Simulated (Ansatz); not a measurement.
Coupled-cluster diagnostics for the cluster AgGe₂ (the lowest doublet isomer of a short search), Ansatz.

Geometry of the doublet (PBE-D4/def2-TZVP):

```xyz
3

Ag   -0.870   -1.249   -0.065
Ge   -0.500    1.284   -0.121
Ge    1.370   -0.035    0.186
```

In the def2 sets Ag takes a core potential; there is no spin–orbit coupling. Correlated methods freeze 18 core orbitals; core or outer-core shells of Ag, Ge are correlated, in sets that lack core-valence functions. In CCSD on the charge 0 quartet the largest single amplitude is 0.19, so its Hartree–Fock determinant may place the open shell otherwise than the density functionals do. The structure comes from a short search, and lower isomers may exist.

Geometry of the charge 0 quartet (PBE-D4/def2-TZVP):

Cartesian coordinates in Å:
```
Ag -0.241 -1.209 0.748
Ge 0.862 1.072 0.622
Ge -0.621 0.136 -1.370
```

(1) Estimate the CCSD(T) correlation energy, the shares of MP2 and (T), T1 and the reference's ⟨S²⟩ for: charge 0, doublet, own geometry in def2-SVP; charge 0, quartet, own geometry in def2-SVP; and the rough time on 4 threads of Arm Neoverse V2 on a shared host.

Answers

(1) 
```csv
state,basis,correlation (eV),MP2 share (%),(T) share (%),T1,⟨S²⟩ (pure),wall time,remarks
"charge 0, doublet, own geometry",def2-SVP,-21.000,99.4,3.8,0.015,0.76 (0.75),8.5 s,–
"charge 0, quartet, own geometry",def2-SVP,-20.551,97.3,3.9,0.037,4.14 (3.75),9.5 s,spin-contaminated (⟨S²⟩ 4.14)
```
Customary marks for T1 are 0.02 (closed shells), 0.045 (open shells) and about 0.05 (3d metals). T1 exceeds 0.02 in 1 of 2 rows and 0.045 in 0; the higher it lies, the less the single-reference result can be trusted.
